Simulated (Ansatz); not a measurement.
Ansatz (a program for electronic structure) input for ZrI3, SMILES [I][Zr+]([I])[I], charge +1, multiplicity 1, PBE0/def2-SVPD. Coordinates come from a PBE0-D3(BJ)/def2-SVP optimisation. The spin state was assumed, not searched. The isomer is the one that the SMILES or the coordinates give; other isomers of the formula were not compared. The def2 effective core potentials stand for the cores of I, Zr; spin–orbit coupling is left out.

Ansatz 0.2 input:
```yaml
crystal:
  periodic: [false, false, false]
  atoms:
    - {symbol: Zr, position_ang: [0.00000000, -0.00000000, 0.72385703]}
    - {symbol: I, position_ang: [2.12197390, -1.22512220, -0.18210240]}
    - {symbol: I, position_ang: [-2.12197390, -1.22512220, -0.18210240]}
    - {symbol: I, position_ang: [-0.00000001, 2.45024441, -0.18210240]}
basis:
  gaussian:
    orbitals: def2-SVPD
hamiltonian:
  xc: {name: PBE0}
total_charge: 1
```

It prints:

```
WARN ansatz: RAYON_NUM_THREADS=1 ignored (pool sized by the plan → 1); use --threads N
Functional definition: PBE0
integrals: 0.16 GiB planned
1645 factors; integrals over basis functions are off by at most 2.4e-4 eV
mean field: 0.92 GiB planned
mean field evaluation 1: about -25579.4282 eV, gradient 2.3e1 eV
mean field evaluation 2: about -25576.7997 eV, gradient 4.0e1 eV
mean field evaluation 4: about -25580.9053 eV, gradient 4.7e0 eV
mean field evaluation 8: about -25581.0523 eV, gradient 2.0e-1 eV
mean field evaluation 16: about -25581.0524 eV, gradient 1.7e-5 eV
mean field -25581.05241404 eV, -940.0863367558 hartree, gradient 1.7e-5 eV, S^2 0.000000; 0 other end points of the search recorded, 0 dependent functions left out
reference -25581.05248572 eV, -940.0863393899 hartree; 43, 43 occupied and 96, 96 virtual orbitals, 1645 factors
Total energy: -25581.05248572 eV, -940.0863393899 hartree
```

The run converged.

Cost: very roughly 9 core-seconds.
